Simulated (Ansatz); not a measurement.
`C[O][Mo]([OH])(=[S])=[S]` at its PBE0-D4/def2-TZVP geometry, where that method's forces vanish. Total charge 0; spin multiplicity 1. Mo: def2 effective core potential.

```xyz
10

C     0.3473   -1.3302    1.3042
O     0.1557   -0.7362    0.0461
Mo   -0.3627    0.8628   -0.6764
O     0.7951    1.3615   -2.0493
S    -2.3341    0.6949   -1.3968
S    -0.3097    2.2984    0.8594
H    -0.5517   -1.8852    1.5851
H     1.1910   -2.0208    1.2368
H     0.5551   -0.5660    2.0588
H     0.5139    1.3207   -2.9682
```

What forces (eV/Å) does PBE-D4/def2-TZVPP give on these atoms in Ansatz 0.2.0? (Best estimate.)

Ansatz gave: 
```
C1   0.026 -0.088  0.148
O2   0.128 -0.372 -0.104
Mo3  0.122 -0.053 -0.188
O4   0.526  0.196 -0.017
S5  -0.730 -0.065 -0.255
S6   0.027  0.536  0.584
H7  -0.187 -0.130  0.080
H8   0.182 -0.160  0.005
H9   0.043  0.157  0.174
H10 -0.136 -0.022 -0.425
```
